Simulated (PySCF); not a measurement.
# How methods differ on the ionisation energy of Lu³⁶⁺

Lu³⁶⁺ [Ar] 3d10 4s2 4p5 [4p1/2^2 4p3/2^3, M_J = 3/2] → Lu³⁷⁺ [Ar] 3d10 4s2 4p4 [4p1/2^2 4p3/2^2, M_J = 2], as a difference of total energies. Computed with PySCF 2.14 in an uncontracted even-tempered set (17 s from 3.9 bohr⁻², ratio 2.8; 14 p from 5.1 bohr⁻², ratio 2.8; 8 d from 9 bohr⁻², ratio 2.8; 4 f from 25 bohr⁻², ratio 3), with the two-component X2C-1e Hamiltonian. Correlated levels: [Ne] frozen; the 80 highest virtual spinors dropped. "Screened" scales the spin-orbit matrix elements by Boettger's factors to mimic the two-electron term; Breit and QED terms are absent.

```
                    method  ionisation energy (eV)
           GHF (spin-free)                  1657.4
          GMP2 (spin-free)                  1658.8
 GHF (screened spin-orbit)                  1636.0
GMP2 (screened spin-orbit)                  1637.5
```

Breit and QED terms and the two-electron picture change are absent.

The spin-free rows relax to the high-spin LS determinant and lack the spin-orbit shift.

The labels give the starting determinants; with spin-orbit coupling the two ends relaxed to ⟨J²⟩ = 3.75, ⟨L²⟩ = 2.06, ⟨S²⟩ = 0.81 and ⟨J²⟩ = 6.00, ⟨L²⟩ = 3.25, ⟨S²⟩ = 1.45.

For comparison: 1641 ± 5 eV (theoretical estimate listed by NIST; NIST Atomic Spectra Database, ionization energies).
